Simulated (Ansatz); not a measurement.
Nb3⁺. The state is a triplet with charge 1. Geometry r2SCAN-D4/def2-TZVP, that of the neutral doublet; atoms count from 1.

```xyz
3

Nb   -0.534   -1.142    0.427
Nb   -0.221    1.039    0.763
Nb    0.755    0.103   -1.189
```

In the def2 sets Nb takes a core potential; there is no spin–orbit coupling. The charge 1 triplet is spin-contaminated (final ⟨S²⟩ up to 2.14, 2.00 for a pure state). The structure comes from a short search, and lower isomers may exist.

Q: Estimate the Mulliken populations from the PBE0/def2-TZVP orbitals of Ansatz.

A: 
| atom | charge (e) | spin (α − β) | d electrons |
| --- | --- | --- | --- |
| Nb1 | 0.33 | 0.20 | 3.81 |
| Nb2 | 0.33 | 0.24 | 3.81 |
| Nb3 | 0.34 | 1.56 | 3.82 |
Mulliken values and Mayer orders depend strongly on the basis.

Q: Where does the spin sit?

A: Summed by element: Nb 2.00, of 2 unpaired in all. Largest on single atoms: Nb3 1.56, Nb2 0.24, Nb1 0.20.

Q: And the Mayer bond orders between bonded heavy atoms (over 0.3)?

A: Nb1–Nb2 2.79 (2.23 Å); Nb1–Nb3 2.33 (2.41 Å); Nb2–Nb3 2.38 (2.37 Å).
